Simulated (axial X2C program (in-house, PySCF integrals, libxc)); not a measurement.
Ω levels of HoSH from open-shell CI on f10 s2

Computed with an in-house all-electron X2C program for linear molecules (integrals from PySCF): two-component X2C with atomic mean-field Coulomb and Gaunt terms, basis Ho dyall-v3z, S dyall-av3z, H dyall-v3z (cores contracted in-house). Orbitals come from Hartree–Fock averaged over the configuration Ho f10 s2; CI then distributes these electrons over the f, s shells of Ho.

Ho–S–H held linear, bonds 2.495 and 1.340 Å (the second held) (near the minimum of the configuration average).

Lowest levels of this model:

```csv
Ω,energy (cm⁻¹),g∥,μ (D),configuration
8,0,19.91,-0.98,100% f10 s2
7,77,17.40,-0.98,100% f10 s2
6,168,14.89,-0.98,100% f10 s2
5,246,12.39,-0.98,100% f10 s2
4,303,9.91,-0.98,100% f10 s2
3,337,7.44,-0.98,100% f10 s2
2,355,4.96,-0.98,100% f10 s2
1,362,2.48,-0.98,100% f10 s2
0,364,0.00,-0.98,100% f10 s2
7,4747,16.47,-0.98,100% f10 s2
6,4844,14.09,-0.98,100% f10 s2
5,4925,11.71,-0.98,100% f10 s2
4,4989,9.35,-0.98,100% f10 s2
3,5037,7.01,-0.98,100% f10 s2
2,5068,4.67,-0.98,100% f10 s2
1,5085,2.34,-0.98,100% f10 s2
0,5091,0.00,-0.98,100% f10 s2
6,8205,12.92,-0.98,100% f10 s2
5,8315,10.72,-0.98,100% f10 s2
4,8392,8.52,-0.98,100% f10 s2
3,8453,6.37,-0.98,100% f10 s2
2,8498,4.25,-0.98,100% f10 s2
1,8526,2.13,-0.98,100% f10 s2
0,8535,0.00,-0.98,100% f10 s2
5,10801,9.17,-0.98,100% f10 s2
4,10925,7.28,-0.98,100% f10 s2
3,11008,5.40,-0.98,100% f10 s2
2,11071,3.60,-0.98,100% f10 s2
1,11110,1.81,-0.98,100% f10 s2
0,11123,0.00,-0.98,100% f10 s2
```

g∥ is the magnitude of 2⟨Lz + ge Sz⟩ for the +Ω component. μ is positive if the H end is positive.

From Ω and g∥ of the lowest level, whose 2⟨Lz + ge Sz⟩ is positive, find ⟨Sz⟩ and ⟨Lz⟩ (ge = 2.0023).

Ω = ⟨Lz⟩ + ⟨Sz⟩ = 8 and ⟨Lz⟩ + ge⟨Sz⟩ = 9.955, so ⟨Sz⟩ = 1.95 and ⟨Lz⟩ = 6.05.

Occupations of the active spinors in the lowest level by ω, shell by shell in order of energy: -7/2: 0.00; -5/2: 0.93 0.07; -3/2: 0.85 0.15; -1/2: 0.73 0.27 1.00; 1/2: 1.00 1.00 1.00; 3/2: 1.00 1.00; 5/2: 1.00 1.00; 7/2: 1.00. The leading determinant has weight 0.58 among 16.

This point took 3.4 s on 1 thread of Arm Neoverse V2, on a shared host.

There is no dynamic correlation: spin–orbit spacings and, for f shells, spacings inside one term are the most reliable numbers, splittings between terms come out too wide, and energies between configurations are not reliable, so the lowest level need not be the ground state of the molecule. At most 4 roots were kept for each Ω > 0 (twice that for Ω = 0) within 2.2 eV of the lowest, so higher up levels can be missing between those listed; levels with Ω > 0 are doubly degenerate and listed once, Ω = 0 levels singly. The molecule was held linear; bending was not examined. Hydrosulfides and their kin are strongly bent in nature, so this linear model does not describe the real molecule.
